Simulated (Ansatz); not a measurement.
Consider the ligand exchange at the Si–C bond: `[SiH3]/C=[CH]\[GaH2]` + `[OH][In]([Cl])[O][SiH3]` → `[SiH3][O][In]([Cl])[O][SiH3]` + `C=[CH][GaH2]`.

Isolated molecules relaxed with PBE0-D4/def2-TZVP in Ansatz; ΔE leaves out vibrations. CCSD(T)/CBS is the MP2 limit (def2-TZVPP, def2-QZVPP) plus CCSD(T) − MP2 in def2-TZVPP, frozen cores. Elements past krypton have def2 core potentials. For Ga, In outer-core shells are correlated without core-valence functions, which leaves a few kJ/mol of doubt a bond. Scalar relativity is left out up to krypton. Each species was taken in one conformer, which may not be the lowest.

| species | CCSD(T)/def2-TZVPP energy (Eh) |
| --- | --- |
| `[SiH3]/C=[CH]\[GaH2]` | -2292.74262 |
| `[OH][In]([Cl])[O][SiH3]` | -1091.06251 |
| `[SiH3][O][In]([Cl])[O][SiH3]` | -1381.35565 |
| `C=[CH][GaH2]` | -2002.48911 |

Question: Work out ΔE.

Answer: ΔE = (-1381.35565) + (-2002.48911) − (-2292.74262) − (-1091.06251) = -0.03963 Eh = -1.08 eV. CCSD(T)/CBS gives -1.07 eV.

Largest T1 diagnostic among the species: 0.015.

From r2SCAN to r2SCAN0 (25 % exact exchange), in def2-TZVPP and without D4, ΔE moves by −0.06 eV. At CCSD(T), def2-SVP lies −0.10 eV from the extrapolated value and def2-TZVPP −0.01 eV. In def2-TZVPP, CCSD(T) changes the Hartree–Fock value by +0.42 eV (the triples alone add +0.06 eV) and MP2 by +0.40 eV.
